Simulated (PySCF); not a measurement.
Species: C6H11N.
Structure used (GFN2-xTB), in Å, numbered top down from 1:
```xyz
18
C6H11N angstrom
C      2.4346   -0.2852   -0.5182
N      1.2796    0.5600   -0.7409
C      0.1257    0.1839    0.0560
C     -0.9874    1.2459   -0.0371
C     -2.2443    0.4430   -0.1781
C     -1.9930   -0.8329   -0.4090
C     -0.5235   -1.1165   -0.4655
H      2.7454   -0.3284    0.5378
H      2.2041   -1.2985   -0.8451
H      3.2663    0.0890   -1.1124
H      1.5266    1.5233   -0.5315
H      0.4006    0.0417    1.1192
H     -1.0081    1.9034    0.8337
H     -0.8367    1.8643   -0.9266
H     -3.2153    0.9038   -0.1154
H     -2.7220   -1.6091   -0.5694
H     -0.2148   -1.2913   -1.4995
H     -0.2464   -1.9902    0.1258
```

The closed-shell SCF was solved with PySCF and density fitting under several settings on one GFN2-xTB geometry (grid level 2 and gas phase unless stated).

| settings | basis functions | SCF cycles | E (Eh) | HOMO (eV) | LUMO (eV) | dipole (D) |
| --- | --- | --- | --- | --- | --- | --- |
| PBE0/pcSseg-1 | 174 | 13 | -289.5925 | -6.39 | 0.73 | 1.02 |
| PBE0/def2-SVPD | 228 | 13 | -289.4409 | -6.47 | 0.63 | 0.97 |

Estimate the rows for these settings: (1) revPBE/6-311+G(2d,p), fitting basis def2-universal-jkfit; (2) KT3/aug-cc-pVDZ, level shift 0.3 Eh.

```json
{"settings": "revPBE/6-311+G(2d,p), fitting basis def2-universal-jkfit", "basis functions": "255", "SCF cycles": "11", "E (Eh)": "-289.9703", "HOMO (eV)": "-5.04", "LUMO (eV)": "-0.37", "dipole (D)": "0.93"}
{"settings": "KT3/aug-cc-pVDZ, level shift 0.3 Eh", "basis functions": "260", "SCF cycles": "14", "E (Eh)": "-294.6939", "HOMO (eV)": "-5.24", "LUMO (eV)": "-0.72", "dipole (D)": "0.88"}
```

Over all rows, what range does the HOMO–LUMO gap span?

From 4.52 eV (KT3/aug-cc-pVDZ, level shift 0.3 Eh) to 7.12 eV (PBE0/pcSseg-1). The functional of the narrowest has no exact exchange, that of the widest 25 % exact exchange.

And the dipole moment?

From 0.88 D (KT3/aug-cc-pVDZ, level shift 0.3 Eh) to 1.02 D (PBE0/pcSseg-1); the largest is 1.16 times the smallest, and the median is 0.95 D.

Compare two rows with the functional PBE0: PBE0/pcSseg-1 and PBE0/def2-SVPD. Which energy is lower, and by how much?

PBE0/pcSseg-1 (174 functions) lies 0.1516 Eh or 95 kcal/mol below PBE0/def2-SVPD (228 functions). The smaller set gives the lower energy; the two sets aren't nested, so the variational bound doesn't order them by size.

Whole jobs, the steps after the SCF included, on one thread of an Intel Xeon at 2.50 GHz, on a shared host:

```tsv
settings	work after the SCF	wall time	peak memory
PBE0/pcSseg-1	shieldings, ring-centre shieldings, charges and field gradients	60 s	0.79 GiB
PBE0/def2-SVPD	6 singlets by full TDDFT, 2 Tamm–Dancoff triplets, polarisability	80 s	0.92 GiB
revPBE/6-311+G(2d,p), fitting basis def2-universal-jkfit	shieldings, ring-centre shieldings	2.1 min	0.75 GiB
KT3/aug-cc-pVDZ, level shift 0.3 Eh	spin–spin couplings from 18 perturbed nuclei, spin–dipole term for 1 of them	2.9 min	0.73 GiB
```

Cycle counts include a coarse-grid stage where the run had one. All basis functions are spherical, in the Pople sets too. KT3 was designed for NMR shieldings or shifts; total energies of different functionals aren't comparable.

One conformer stands for the species.
